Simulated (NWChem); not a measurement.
# CF$_{2}$, singlet; SMILES [C](F)F

All runs: NWChem. Pople sets run with spherical d functions. Low-valent species are run as closed-shell singlets; no triplet was tried in these runs. Level B3LYP/6-31G*: optimisations from one semi-empirical or force-field start; each run changes one setting, and all end within 0.3 mHa of each other.

| setting | optimisation steps |
|---|---|
| redundant internal coordinates, default thresholds | 3 |
| tight thresholds | 4 |
| loose thresholds | 2 |
| Cartesian coordinates | 3 |
